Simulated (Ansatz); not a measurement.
```yaml
crystal:
  periodic: [false, false, false]
  atoms:
    - {symbol: Te, position_ang: [-0.001900, -2.617735, -0.014024]}
    - {symbol: Hg, position_ang: [-3.620766, -2.082479, 0.022546]}
    - {symbol: Te, position_ang: [-2.262905, 1.315084, -0.018798]}
    - {symbol: Hg, position_ang: [3.621080, -2.097160, 0.026583]}
    - {symbol: Te, position_ang: [2.267504, 1.302802, 0.000780]}
    - {symbol: Hg, position_ang: [0.009020, 4.183434, 0.023379]}
    - {symbol: H, position_ang: [-0.019440, -3.803196, 1.153787]}
    - {symbol: H, position_ang: [-0.009308, -3.773448, -1.211540]}
    - {symbol: H, position_ang: [-3.686713, -2.126180, -1.633582]}
    - {symbol: H, position_ang: [-3.626231, -2.079863, 1.681024]}
    - {symbol: H, position_ang: [-3.266225, 1.898143, -1.211773]}
    - {symbol: H, position_ang: [-3.295264, 1.888810, 1.153596]}
    - {symbol: H, position_ang: [3.675631, -2.120725, -1.630559]}
    - {symbol: H, position_ang: [3.636756, -2.114106, 1.684667]}
    - {symbol: H, position_ang: [3.250443, 1.864437, -1.219077]}
    - {symbol: H, position_ang: [3.309822, 1.913888, 1.145120]}
    - {symbol: H, position_ang: [0.005395, 4.204160, 1.681543]}
    - {symbol: H, position_ang: [0.013101, 4.244142, -1.633673]}
basis:
  gaussian: {orbitals: def2-TZVP}
magnetization: {spin_polarized: true, initial_magnetization: 2}
hamiltonian: {xc: pbe0, dispersion: d4}
scf: {omitted_lower_state_checks: [starts]}
output: {orbitals: {seedname: orbitals}}
```

```sh
$ ansatz run in.yaml --threads 4 --pin off --events-out ev --progress --plain --max-ram 4787MiB
```

(1) Does this run fit into the memory that it is given?

Results:

(1) No. It has 351 basis functions, and Ansatz plans for 6 GiB where 5 GiB are given.
